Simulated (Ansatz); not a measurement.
`BC(C)(C)F` + `[NH2][In]([Cl])[Cl]` → `C[NH][In]([Cl])[Cl]` + `BC(C)F` at 600 K and 1 bar (substitution at a C–C bond).

Isolated molecules relaxed with PBE0-D4/def2-TZVP in Ansatz; ΔE leaves out vibrations. CBS: MP2 limit from def2 TZ/QZ plus the TZ coupled-cluster correction, frozen cores. Elements past krypton have def2 core potentials. For In outer-core shells are correlated without core-valence functions, which leaves a few kJ/mol of doubt a bond. One conformer a species, not always the lowest.

| species | CCSD(T)/CBS energy (Eh) | H − E (kJ/mol) | S (J/(mol·K)) |
| --- | --- | --- | --- |
| `BC(C)(C)F` | -243.53634 | 340.6 | 431.9 |
| `[NH2][In]([Cl])[Cl]` | -1165.39137 | 121.6 | 426.0 |
| `C[NH][In]([Cl])[Cl]` | -1204.63611 | 208.7 | 484.7 |
| `BC(C)F` | -204.26990 | 254.0 | 375.2 |

H − E and S are ideal-gas, rigid-rotor, harmonic terms from PBE0-D4/def2-TZVP, for one conformer and one mirror image of each species. 1 Eh = 2625.50 kJ/mol, R = 8.31446 J/(mol·K).

Q: By hand: ΔE, ΔH, ΔS and ΔG.

A: ΔE = (-1204.63611) + (-204.26990) − (-243.53634) − (-1165.39137) = 0.02170 Eh = 57.0 kJ/mol. Δ(H − E) = 208.7 + 254.0 − 340.6 − 121.6 = 0.5, so ΔH = 57.5 kJ/mol. ΔS = 484.7 + 375.2 − 431.9 − 426.0 = 2.0 J/(mol·K). ΔG = 57.5 − 600 × (2.0)/1000 = 56.3 kJ/mol.

Q: By hand: the equilibrium constant, and the temperature at which ΔG would vanish if ΔH and ΔS stayed fixed.

A: log₁₀ K = −ΔG/(RT ln 10) = -4.9. ΔG = 0 at ΔH/ΔS = 28750 K, far beyond where these terms or the molecules hold.

The number of gas molecules stays the same, so ΔS is small and ΔH decides. A doubt of 5 kJ/mol in ΔE shifts log₁₀ K by 0.4 here. Other conformers and mirror images would add mixing entropy, several J/(mol·K) or more a flexible species. Modes under 60 cm⁻¹, often nearly free rotors, make the harmonic entropy too high. These are equilibria of isolated gas molecules and say nothing of rates. Largest T1 diagnostic: 0.013 (customary marks: 0.02 for closed shells, 0.045 for open ones).
